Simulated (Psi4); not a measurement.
Psi4 input (wB97X-D/6-311+G**):

```
memory 1500 MB

molecule {
0 2
C    -1.55149300    0.16595600    0.16074400
Si    0.22174500   -0.40577800    0.17110400
N     1.23842200    0.79991400   -0.60193700
H    -1.65419000    1.11094000    0.69738200
H    -2.20248100   -0.57000900    0.63741600
H    -1.90051000    0.31871700   -0.86218000
H     0.36501900   -1.69544300   -0.56074900
H     0.70093300   -0.61506400    1.56607600
H     2.22679600    0.53662200   -0.62429600
symmetry c1
no_reorient
no_com
}

set {
  basis 6-311+G**
  reference uks
  scf_type pk
  dft_radial_points 99
  dft_spherical_points 590
  e_convergence 1e-8
  d_convergence 1e-7
  maxiter 150
}

e = energy('wb97x-d')
print_out(f'\nFINAL {e:.10f} DIPOLE {variable("CURRENT DIPOLE")[0]:.6f} {variable("CURRENT DIPOLE")[1]:.6f} {variable("CURRENT DIPOLE")[2]:.6f}\n')
```

From the output:

```
      59A      1.002010    60A      1.170728    61A      1.183085
      62A      1.222260    63A      1.296144    64A      1.365252
      65A      1.382385    66A      1.393029    67A      1.502405
      68A      1.529002    69A      1.529326    70A      1.540100
      71A      1.652570    72A      1.653421    73A      1.713487
      74A      1.747197    75A      1.778058    76A      1.834291
      77A      1.844687    78A      2.025609    79A      2.040747
      80A      2.128671    81A      2.172520    82A      2.212290
      83A      2.278171    84A      2.298910    85A      2.434180
      86A      2.461443    87A      2.526030    88A      2.584881
      89A      2.592758    90A      2.613168    91A      2.618322
      92A      2.654817    93A      2.703534    94A      2.777809
      95A      2.783526    96A      2.924604    97A      3.096036
      98A      3.312238    99A      3.844092   100A      3.845780
     101A      3.971245   102A      4.024761   103A      4.508418
     104A      5.813652   105A     11.541608   106A     11.571760
     107A     11.606612   108A     24.067797   109A     35.557179
     110A    141.327084

    Final Occupation by Irrep:
              A
    DOCC [    16 ]
    SOCC [     1 ]
    NA   [    17 ]
    NB   [    16 ]

  @UKS Final Energy:  -385.91336677887989

   => Energetics <=

    Nuclear Repulsion Energy =            107.3442129092288582
    One-Electron Energy =                -743.7724150605910154
    Two-Electron Energy =                 275.5815338403061787
    DFT Exchange-Correlation Energy =     -25.0642633623293101
    Empirical Dispersion Energy =          -0.0024351054946124
    VV10 Nonlocal Energy =                  0.0000000000000000
    Total Energy =                       -385.9133667788798903

  UHF NO Occupations:
  HONO-2 :   15  A 1.9995553
  HONO-1 :   16  A 1.9991176
  HONO-0 :   17  A 1.0000000
  LUNO+0 :   18  A 0.0008824
  LUNO+1 :   19  A 0.0004447
  LUNO+2 :   20  A 0.0004120
  LUNO+3 :   21  A 0.0003134

Computation Completed

Properties will be evaluated at   0.000000,   0.000000,   0.000000 [a0]

Properties computed using the SCF density matrix

 Multipole Moments:

 ------------------------------------------------------------------------------------
     Multipole            Electronic (a.u.)      Nuclear  (a.u.)        Total (a.u.)
 ------------------------------------------------------------------------------------

 L = 1.  Multiply by 2.5417464519 to convert [e a0] to [Debye]
 Dipole X            :          0.0345225           -0.0000132            0.0345093
 Dipole Y            :         -0.4444593            0.0000094           -0.4444499
 Dipole Z            :          0.2203028            0.0000189            0.2203217
 Magnitude           :                                                    0.4972607

 ------------------------------------------------------------------------------------

FINAL -385.9133667789 DIPOLE 0.034509 -0.444450 0.220322

*** Psi4 exiting successfully. Buy a developer a beer!
```

The geometry given is a B3LYP-D3(BJ)/def2-TZVP minimum.
